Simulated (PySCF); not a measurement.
# How methods differ on the ionisation energy of Gd⁴²⁺

Gd⁴²⁺ [Ar] 3d4 (5D) → Gd⁴³⁺ [Ar] 3d3 (4F), as a difference of total energies. All numbers are calculated (PySCF 2.14, scalar relativity by spin-free X2C-1e, in an even-tempered Gaussian basis (18 s from 8.4 bohr⁻², ratio 2.5; 12 p from 11 bohr⁻², ratio 2.5; 7 d from 11 bohr⁻², ratio 2.5; 4 f from 40 bohr⁻², ratio 2.7; 3 g from 61 bohr⁻², ratio 2.7)). Correlated levels: outer shells: [Ne] frozen; virtual orbitals above 40 to 60 times the deepest correlated orbital energy dropped. The calculations carry no spin-orbit coupling.

```csv
method,ionisation energy (eV)
UHF,3298.4
LDA,3297.7
PBE,3296.8
PBE0,3297.6
r2SCAN,3296.7
BP86,3296.8
MN15,3299.5
MP2 (outer shells),3298.8
SCS-MP2 (outer shells),3298.3
```

Spin-orbit coupling is strong in these open shells (close to jj coupling). The scalar numbers leave it out and a first-order estimate fails, so it can dominate the gap to the real levels.

Breit and QED terms and the two-electron picture change are absent.

For comparison: 3312 ± 4 eV (theoretical estimate listed by NIST; NIST Atomic Spectra Database, ionization energies).
